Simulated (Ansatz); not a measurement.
H5OSi2, doublet, geometry from GFN2-xTB; CCSD(T)/6-31G* in Ansatz (a first-principles code).

The Ansatz input:
Ansatz 0.2 input:
```yaml
crystal:
  periodic: [false, false, false]
  atoms:
    - {symbol: Si, position_ang: [1.54379394, -0.43422342, 0.39501136]}
    - {symbol: O, position_ang: [-0.03710541, -0.09917460, 0.23599515]}
    - {symbol: Si, position_ang: [-1.43565834, 0.41521007, -0.39304454]}
    - {symbol: H, position_ang: [1.90743865, -1.40401670, -0.62842337]}
    - {symbol: H, position_ang: [2.27646043, 0.82369731, 0.36453240]}
    - {symbol: H, position_ang: [-1.24322432, 1.78997057, -0.85374532]}
    - {symbol: H, position_ang: [-1.76684789, -0.47438927, -1.50486579]}
    - {symbol: H, position_ang: [-2.39088219, 0.32432197, 0.70700531]}
basis:
  gaussian:
    orbitals: 6-31G*
magnetization: {spin_polarized: true, initial_magnetization: 1}
correlation: {method: ccsd_t}
```

It wrote (shortened):

```
Functional definition: HF
618 factors; integrals over basis functions are off by at most 9.4e-4 eV
mean field evaluation 1: about -17837.8255 eV, gradient 2.4e1 eV
mean field evaluation 2: about -17837.8809 eV, gradient 2.4e1 eV
mean field evaluation 4: about -17840.5841 eV, gradient 2.2e0 eV
mean field evaluation 8: about -17840.6409 eV, gradient 1.7e-1 eV
mean field evaluation 16: about -17839.6124 eV, gradient 1.6e1 eV
mean field -17840.64160690 eV, -655.6314862324 hartree, gradient 1.3e-6 eV, S^2 0.752434; 0 other end points of the search recorded, 0 dependent functions left out
11 core orbitals not correlated
reference -17840.64160690 eV, -655.6314862324 hartree; 10, 9 occupied and 42, 43 virtual orbitals, 618 factors
second order -8.64887077 eV of doubles, -0.00000000 eV of singles
cycle   1  -9.16977341 eV  change   -5.2e-1 eV  update   8.3e-2
cycle   2  -9.50523062 eV  change   -3.4e-1 eV  update   2.8e-2
cycle   3  -9.59194257 eV  change   -8.7e-2 eV  update   1.4e-2
cycle   4  -9.58790113 eV  change    4.0e-3 eV  update   4.0e-3
cycle   5  -9.58767925 eV  change    2.2e-4 eV  update   1.7e-3
cycle   6  -9.58786826 eV  change   -1.9e-4 eV  update   6.9e-4
cycle   7  -9.58781989 eV  change    4.8e-5 eV  update   2.1e-4
cycle   8  -9.58788943 eV  change   -7.0e-5 eV  update   6.4e-5
cycle   9  -9.58791395 eV  change   -2.5e-5 eV  update   1.9e-5
cycle  10  -9.58790541 eV  change    8.5e-6 eV  update   7.6e-6
perturbative correction -0.20317172 eV, -0.0074664232 hartree
Total energy: -17850.43268403 eV, -655.9913016804 hartree
```
